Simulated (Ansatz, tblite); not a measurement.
Isomers of B$_{4}$⁺ (doublet), found by a short tight-binding search and relaxed with B3LYP-D4/def2-TZVP in Ansatz.

The xTB rows come from tblite.

Run but left out: HF/def2-TZVPP, PBE-QIDH/def2-TZVP, MP2/def2-TZVPP, CCSD/def2-TZVPP, CCSD(T)/def2-TZVPP (A: ⟨S²⟩ 0.96 to 2.06, where a pure state has 0.75).

A: At r2SCAN-D4/def2-TZVP the charge 1 doublet is spin-contaminated (final ⟨S²⟩ up to 0.85, 0.75 for a pure state).

Other spin states were run for one of them alone.

A:

```xyz
4

B     1.057    1.399   -0.757
B    -0.830   -0.345    0.986
B    -0.388   -1.270   -0.114
B     0.162    0.217   -0.116
```

B:

```xyz
4

B     1.053    0.056    0.281
B    -1.053   -0.056   -0.281
B    -0.279    0.448    0.955
B     0.279   -0.448   -0.955
```

**Question.** Estimate their order by electronic energy at CAM-B3LYP-D4/def2-TZVP, counted from the lowest.

**Answer.** B (0.0) < A (140.3), in kJ/mol.

**Question.** Do the other levels pick the same lowest one?

**Answer.** All that were run do. Energies above each level's lowest (kJ/mol):

```json
{"level": "GFN1-xTB", "A": "58.0", "B": "0.0"}
{"level": "GFN2-xTB", "A": "172.3", "B": "0.0"}
{"level": "PBE-D4/def2-TZVP", "A": "122.3", "B": "0.0"}
{"level": "r2SCAN-D4/def2-TZVP", "A": "119.9", "B": "0.0"}
{"level": "PBE0-D4/def2-TZVP", "A": "135.3", "B": "0.0"}
{"level": "CAM-B3LYP-D4/def2-TZVP", "A": "140.3", "B": "0.0"}
```
Point groups (tolerance 0.1 Å): A C2v, B D4h. Lower isomers may exist.
